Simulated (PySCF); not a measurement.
ZrI4, SMILES [I][Zr]([I])([I])[I], multiplicity 1.

Geometry: PBE0-D3(BJ)/def2-SVP. The multiplicity is an assumed one; no other spin state was optimised. The isomer is the one that the SMILES or the coordinates give; other isomers of the formula were not compared. The def2 effective core potentials stand for the cores of I, Zr; spin–orbit coupling is left out.

Two levels are set side by side: PBE/def2-TZVP (PySCF) and HF/def2-TZVP (PySCF). Same geometry, gas phase. Differences are taken from unrounded values.

```tsv
quantity	HF	PBE	PBE minus HF
orbital gap (eV)	10.43	3.18	-7.25
highest occupied level (eV)	-10.25	-6.81	3.43
lowest empty level (eV)	0.19	-3.63	-3.82
mean polarisability (bohr³)	167.7	190.6	22.8
```

Without exact exchange PBE keeps part of each electron's self-repulsion, which lifts occupied levels and narrows the gap. Loosely held outer electrons make PBE densities more polarisable. Differences between two approximate levels are no errors against the true value.

Rough cost on one machine, each run with all the roots and properties that it gave: HF against PBE within a factor of 2.
